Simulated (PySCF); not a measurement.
Two-component Hartree-Fock for Pt(2+) (platinum, charge +2)

Start: [Xe] 4f14 5d8; 5d3/2 filled at m_j = -1/2, +1/2, +3/2; 5d5/2 filled at m_j = -3/2, -1/2, +1/2, +3/2, +5/2. Calculated with PySCF 2.14 in x2c-TZVPall-2c with one added diffuse shell each of s, p, d type (12s12p11d2f, 117 functions): generalised Hartree-Fock with the X2C-1e Hamiltonian and a Gaussian nucleus; spin-orbit coupling (SO) screened by Boettger's factors. This is a chosen level, not necessarily the ground level.

```tsv
spinor shell	electrons	ε, screened SO (eV)	weight of nominal j (screened SO)	rms radius, screened SO (bohr)
1s1/2	2	-78823.8	1.000	0.0194
2s1/2	2	-14010.8	1.000	0.0782
2p1/2	2	-13406.4	1.000	0.0663
2p3/2	4	-11671.7	1.000	0.0741
3s1/2	2	-3373.5	1.000	0.200
3p1/2	2	-3103.0	1.000	0.191
3p3/2	4	-2715.9	1.000	0.207
3d3/2	4	-2270.7	1.000	0.182
3d5/2	6	-2187.6	1.000	0.186
4s1/2	2	-776.90	1.000	0.441
4p1/2	2	-661.09	1.000	0.447
4p3/2	4	-567.58	1.000	0.480
4d3/2	4	-377.60	1.000	0.496
4d5/2	6	-359.44	1.000	0.508
5s1/2	2	-140.70	1.000	1.03
4f5/2	6	-114.02	0.998	0.564
4f7/2	8	-110.45	0.999	0.565
5p1/2	2	-102.43	0.995	1.12
5p3/2	4	-85.243	0.998	1.21
5d5/2	5	-31.631	0.742	1.68
5d3/2	3	-32.807	0.878	1.64
```

```
   quantity   screened SO
E (hartree)  -18425.75371
        M_J             4
       ⟨J²⟩        20.015
       ⟨L²⟩        12.455
       ⟨S²⟩         2.094
```

Each row is a mean over spinors that exchange with the open shell spreads, by up to 6.683 eV (5p3/2).

Rows whose weight is well below 1 are mixtures of j = l ± 1/2: exchange outweighs spin-orbit coupling there, and the label is only the starting occupation.

Breit and QED terms are absent; they matter most for the inner s and p1/2 levels.

Densities and radii are taken from the X2C orbitals without a picture-change correction, which distorts them close to the nucleus.
